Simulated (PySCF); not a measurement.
# Core binding energy against partial charge

Compound: C4H5F2N.
Structure used (GFN2-xTB), in Å, numbered top down from 1:
```xyz
12
C4H5F2N angstrom
C      1.457   -0.741    0.694
C      1.067    0.161   -0.201
C     -0.318    0.505   -0.502
N     -0.716    1.356   -1.348
C     -1.435   -0.201    0.249
F     -1.385   -1.544    0.067
F     -1.338    0.002    1.587
H      2.502   -0.941    0.861
H      0.764   -1.309    1.290
H      1.799    0.713   -0.780
H      0.023    1.837   -1.857
H     -2.417    0.160   -0.087
```

Binding energies: delta-SCF UKS SCAN, pcX-2 on the ionised atom, pcseg-1 elsewhere, spin-free X2C (PySCF 2.14.0). Charges: PBE0/pcSseg-1 ground-state density, for the ionised atom.

```tsv
atom	environment	C 1s (eV)	Mulliken (e)	IAO (e)	Hirshfeld (e)	ESP (e)
C1	terminal =CH2 carbon	290.89	-0.081	-0.262	-0.066	-0.378
C2	alkene CH carbon	291.32	-0.167	-0.182	-0.057	-0.222
C3	imine carbon	292.58	-0.063	+0.143	+0.067	+0.459
C5	CHF2 carbon	295.71	+0.574	+0.427	+0.147	+0.344
```

Problem. How well does each charge scheme correlate with the binding energies over these sites?

Solution. IAO: r = 0.97, slope 6.7 eV per e; Mulliken: r = 0.95, slope 6.1 eV per e; Hirshfeld: r = 0.95, slope 20.2 eV per e; ESP: r = 0.74, slope 3.9 eV per e. On 4 points no scheme stands out.

Problem. The point-charge model writes a binding energy as kq + V + constant, with V the potential of the other atoms' charges at the site. What does it give with the IAO charges?

Solution. V = Σ 14.40 eV Å × q/r over all other atoms: +3.41 eV at C1, +1.95 eV at C2, -2.21 eV at C3, -4.57 eV at C5. Fitting binding energy − V to q gives k = 18.2 eV per e and leaves an rms residual of 0.20 eV, against 0.47 eV for the fit on q alone. The model has no term for differences in relaxation between sites.

The unrestricted hole states depart most from a pure doublet (⟨S²⟩ = 0.75; over 0.85 named) for C 1s of C3 (0.91), which makes this value less certain. Geometry: GFN2-xTB, one conformer, isolated molecule.
